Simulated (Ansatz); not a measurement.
Cost and result up the ladder for Mg4O7H6 (17 atoms). Charge 0, multiplicity 1. Geometry: PBE0-D4/def2-SVP.

Cartesian coordinates in Å:
```
Mg 0.585 1.980 0.705
Mg -2.335 -1.757 -2.502
Mg -0.715 -0.042 -0.740
Mg 1.958 -0.052 2.020
O 1.181 0.115 0.123
O 0.079 0.063 1.192
O -0.727 2.001 -0.644
O -0.625 -0.840 -2.536
O 3.030 -1.046 3.081
O 1.901 1.969 2.059
O -2.450 -0.966 -0.734
H 0.092 -0.822 -3.169
H 2.420 2.543 2.622
H -3.087 -1.046 -0.024
H -3.286 -2.738 -3.535
H -1.256 2.599 -1.169
H 3.234 -1.962 3.252
```

Ansatz on 6 threads of Intel Xeon on a shared host. Times are rough, and most runs start from the orbitals of an earlier one. No level here is sound enough to serve as a yardstick. Binding counts from free atoms at the same level (Mg singlet, O triplet, H doublet; other spins of the atoms weren't run), without zero-point energy or a counterpoise term.

LC-ωPBE has ω = 0.4 bohr⁻¹. Correlated methods freeze 11 core orbitals; core or outer-core shells of Mg are correlated, in sets that lack core-valence functions. The rows differ in basis, and correlated rows in double-zeta sets carry the largest basis error. The structure holds one bond between oxygen atoms, so isomers without such links may lie far lower. The structure comes from a short search, and lower isomers may exist.

Correlated methods converge slowly with the basis, most of all in double-zeta sets.

| level | functions | wall time | binding energy per atom (eV) | remarks |
| --- | --- | --- | --- | --- |
| PBE-D4/def2-SVP | 200 | 3 s | 3.74 | restricted SCF unstable in HF |
| MP2/def2-SVP | 200 | 4.2 s | 3.59 | restricted SCF unstable |
| PBE0-D4/def2-SVP | 200 | 4.3 s | 3.60 | restricted SCF unstable in HF |
| PBE-D4/def2-TZVP | 381 | 6 s | 3.68 | restricted SCF unstable in HF |
| BLYP-D4/def2-TZVP | 381 | 6.5 s | 3.62 | restricted SCF unstable in HF |
| r2SCAN-D4/def2-TZVP | 381 | 9 s | 3.68 | restricted SCF unstable in HF |
| LC-ωPBE/def2-TZVP (with forces) | 381 | 12 s | 3.63 | restricted SCF unstable in HF |
| PBE0-D4/def2-TZVP | 381 | 15 s | 3.55 | restricted SCF unstable in HF |
